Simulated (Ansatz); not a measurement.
`[F][Zn][BH][SiH3]` + `[SiH3]NCBCl` → `[F][Zn][CH2]BCl` + `[SiH3]BN[SiH3]`  (redistribution)

Isolated molecules relaxed with PBE0-D4/def2-TZVP in Ansatz; ΔE leaves out vibrations. CCSD(T)/CBS adds triple-zeta CCSD(T) − MP2 to the extrapolated MP2 energy (def2 sets, frozen cores). For Zn outer-core shells are correlated without core-valence functions, which leaves a few kJ/mol of doubt a bond. Scalar relativity is left out up to krypton. Each species was taken in one conformer, which may not be the lowest.

`[F][Zn][BH][SiH3]`:

Cartesian coordinates in Å:
```
F -0.729 0.247 -3.799
Zn -0.686 -0.160 -2.087
B -0.625 -0.608 -0.107
Si 0.546 0.360 1.196
H -1.258 -1.550 0.278
H 0.129 0.263 2.621
H 1.858 -0.345 1.043
H 0.765 1.792 0.856
```

`[SiH3]NCBCl`:

Cartesian coordinates in Å:
```
Si 1.217 -0.999 0.791
N 0.733 -0.180 -0.644
C -0.292 0.850 -0.622
B -1.707 0.364 -0.183
Cl -2.913 1.551 0.257
H -0.014 -1.483 1.471
H 2.098 -2.129 0.403
H 1.953 -0.152 1.780
H 1.460 0.000 -1.320
H -0.489 1.189 -1.655
H 0.000 1.767 -0.088
H -2.046 -0.778 -0.191
```

`[F][Zn][CH2]BCl`:

Cartesian coordinates in Å:
```
F -3.194 -0.602 -0.358
Zn -1.546 -0.020 -0.296
C 0.260 0.687 -0.262
B 0.994 -0.377 0.535
Cl 1.731 -1.765 -0.267
H 0.533 0.791 -1.314
H 0.161 1.655 0.234
H 1.062 -0.369 1.728
```

`[SiH3]BN[SiH3]`:

```xyz
12

Si    0.533   -1.636   -0.812
B    -1.016   -0.345   -0.648
N    -0.978    0.829    0.112
Si    0.355    1.447    1.067
H     1.753   -1.245   -0.047
H     0.927   -1.774   -2.244
H     0.118   -2.986   -0.334
H    -2.031   -0.599   -1.239
H    -1.816    1.394    0.117
H     0.726    0.490    2.138
H     1.540    1.708    0.214
H    -0.113    2.718    1.675
```

```json
{"level": "HF/def2-TZVPP", "ΔE (kJ/mol)": "-241.9"}
{"level": "MP2/def2-TZVPP", "ΔE (kJ/mol)": "-267.7"}
{"level": "CCSD/def2-TZVPP", "ΔE (kJ/mol)": "-252.4"}
{"level": "MP2/CBS(def2)", "ΔE (kJ/mol)": "-265.3"}
```

Q: What does CCSD(T)/CBS give? (An estimate is asked.)

A: The calculation gave: -253.8 kJ/mol. The listed levels differ from it by 11.9, -13.9, 1.4, -11.5 kJ/mol.

Largest T1 diagnostic among the species: 0.016.

In def2-TZVPP, CCSD(T) changes the Hartree–Fock value by −14.3 kJ/mol (the triples alone add −3.8 kJ/mol) and MP2 by −25.8 kJ/mol. The D4 term adds −3.2 kJ/mol with B3LYP and −1.5 kJ/mol with PBE0; it sums over pairs of atoms, weighted by their polarisabilities, and B3LYP, whose exchange is more repulsive, gets the larger term.

B3LYP here is the variant with VWN-RPA as its local correlation; programs differ in this.
